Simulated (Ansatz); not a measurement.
`C[S][GeH]([F])[Cl]` → `C[S][Ge][Cl]` + H–F at 600 K and 1 bar (germylene formation by 1,1-elimination).

Isolated molecules relaxed with PBE0-D4/def2-TZVP in Ansatz; ΔE leaves out vibrations. CBS: MP2 limit from def2 TZ/QZ plus the TZ coupled-cluster correction, frozen cores. This one scheme is used for every species. For Ge outer-core shells are correlated without core-valence functions, which leaves a few kJ/mol of doubt a bond. Scalar relativity is left out up to krypton. One conformer a species, not always the lowest.

```tsv
species	CCSD(T)/CBS energy (Eh)	H − E (kJ/mol)	S (J/(mol·K))
`C[S][GeH]([F])[Cl]`	-3074.01984	196.8	470.2
`C[S][Ge][Cl]`	-2973.58695	154.7	422.4
H–F	-100.39570	42.3	194.0
```

H − E and S are ideal-gas, rigid-rotor, harmonic terms from PBE0-D4/def2-TZVP, for one conformer and one mirror image of each species. 1 Eh = 2625.50 kJ/mol, R = 8.31446 J/(mol·K).

Question: By hand: ΔE, ΔH, ΔS and ΔG.

Answer: ΔE = (-2973.58695) + (-100.39570) − (-3074.01984) = 0.03719 Eh = 97.6 kJ/mol. Δ(H − E) = 154.7 + 42.3 − 196.8 = 0.2, so ΔH = 97.8 kJ/mol. ΔS = 422.4 + 194.0 − 470.2 = 146.2 J/(mol·K). ΔG = 97.8 − 600 × (146.2)/1000 = 10.1 kJ/mol.

Question: By hand: the equilibrium constant, and the temperature at which ΔG would vanish if ΔH and ΔS stayed fixed.

Answer: log₁₀ K = −ΔG/(RT ln 10) = -0.9. ΔG = 0 at ΔH/ΔS = 669 K.

The number of gas molecules changes by +1, which sets the sign of ΔS. A doubt of 5 kJ/mol in ΔE shifts log₁₀ K by 0.4 here. Other conformers and mirror images would add mixing entropy, several J/(mol·K) or more a flexible species. Modes under 60 cm⁻¹, often nearly free rotors, make the harmonic entropy too high. These are equilibria of isolated gas molecules and say nothing of rates. Largest T1 diagnostic: 0.014 (customary marks: 0.02 for closed shells, 0.045 for open ones).
